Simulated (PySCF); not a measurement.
## Basis-set dependence of population analyses: `F[C@@H]1C=C1[SiH](Cl)Cl`

C3H3Cl2FSi.
SMILES with atom numbers: `[F:1][C@@H:2]1[CH:3]=[C:4]1[SiH:5]([Cl:6])[Cl:7]` (hydrogens: H8 on C2; H9 on C3; H10 on Si5)

PBE0 throughout (PySCF), one geometry, spherical d and f functions. The structure is a single PBE0-D3(BJ)/def2-SVP conformer in the gas phase; no vibrational or solvent corrections. The first 7 of 10 kinds of atom are listed.

Mulliken charges (e):

```csv
basis,functions,F1,C2,C3,C4,Si5,Cl6,Cl7
STO-3G,50,-0.107,+0.034,-0.091,-0.207,+0.835,-0.305,-0.305
6-31G,81,-0.320,+0.083,-0.124,-0.249,+0.715,-0.237,-0.236
pcSseg-0,81,-0.362,+0.097,-0.223,-0.520,+1.113,-0.338,-0.335
6-31G*,116,-0.329,+0.159,-0.138,-0.157,+0.558,-0.227,-0.226
cc-pVDZ,125,-0.226,+0.226,-0.055,-0.133,+0.511,-0.200,-0.198
def2-SVP,125,-0.258,+0.244,-0.104,-0.199,+0.694,-0.234,-0.232
aug-cc-pVDZ,200,-0.521,+1.208,+0.612,-0.551,+0.533,-0.381,-0.385
"6-311+G(2d,p)",231,-0.276,-0.148,-0.247,+0.184,+0.601,-0.193,-0.188
def2-TZVP,253,-0.217,+0.068,-0.128,-0.130,+0.538,-0.216,-0.213
cc-pVTZ,264,-0.219,+0.159,-0.134,-0.153,+0.504,-0.193,-0.194
IGLO-III,302,-0.289,+0.104,-0.147,-0.241,+1.248,-0.373,-0.368
pcSseg-2,315,-0.290,+0.227,-0.008,-0.250,+0.726,-0.248,-0.249
```

IAO charges (e):

```
        basis  functions      F1      C2      C3      C4     Si5     Cl6     Cl7
       STO-3G         50  -0.135  +0.030  -0.108  -0.291  +0.816  -0.259  -0.260
        6-31G         81  -0.302  +0.138  -0.106  -0.292  +0.794  -0.261  -0.261
     pcSseg-0         81  -0.288  +0.135  -0.103  -0.313  +0.811  -0.259  -0.259
       6-31G*        116  -0.313  +0.177  -0.108  -0.329  +0.943  -0.292  -0.292
      cc-pVDZ        125  -0.315  +0.174  -0.115  -0.320  +0.944  -0.291  -0.291
     def2-SVP        125  -0.317  +0.176  -0.110  -0.321  +0.951  -0.287  -0.287
  aug-cc-pVDZ        200  -0.333  +0.172  -0.116  -0.315  +0.952  -0.294  -0.295
6-311+G(2d,p)        231  -0.333  +0.170  -0.114  -0.325  +0.975  -0.297  -0.297
    def2-TZVP        253  -0.332  +0.175  -0.116  -0.329  +0.991  -0.300  -0.300
      cc-pVTZ        264  -0.329  +0.174  -0.117  -0.326  +0.980  -0.299  -0.299
     IGLO-III        302  -0.334  +0.172  -0.117  -0.325  +0.978  -0.295  -0.295
     pcSseg-2        315  -0.333  +0.174  -0.114  -0.330  +0.984  -0.298  -0.298
```

Task: Which scheme is steadiest as the basis changes?

Result: Largest range over the bases for any column: IAO 0.20 e, Mulliken 1.36 e. IAO charges move least and Mulliken charges most, counted in e. Without the minimal STO-3G basis the ranges are IAO 0.20, Mulliken 1.36 e.

Task: How much do the charges still move between the two largest bases, IGLO-III and pcSseg-2?

Result: At most, over all atoms: Mulliken 0.522 e, IAO 0.006 e.

Task: What do the same runs give for the total energy, the frontier levels and the dipole moment?

Result: 
```csv
basis,energy (Eh),HOMO (eV),LUMO (eV),μ (D)
STO-3G,-1409.0408,-5.28,1.61,1.90
6-31G,-1425.0116,-8.63,-1.66,1.55
pcSseg-0,-1423.2953,-8.86,-1.91,1.41
6-31G*,-1425.1595,-8.29,-1.39,1.27
cc-pVDZ,-1425.2399,-8.30,-1.40,1.10
def2-SVP,-1424.6841,-8.37,-1.43,1.11
aug-cc-pVDZ,-1425.2639,-8.51,-1.62,1.16
"6-311+G(2d,p)",-1425.3258,-8.53,-1.65,1.22
def2-TZVP,-1425.3537,-8.45,-1.56,1.18
cc-pVTZ,-1425.3580,-8.43,-1.52,1.15
IGLO-III,-1425.3409,-8.46,-1.55,1.20
pcSseg-2,-1425.3751,-8.54,-1.64,1.19
```

The dipole is fixed by the density alone, so its range of 0.80 D shows that the density itself changes with the basis, not only its division among atoms.
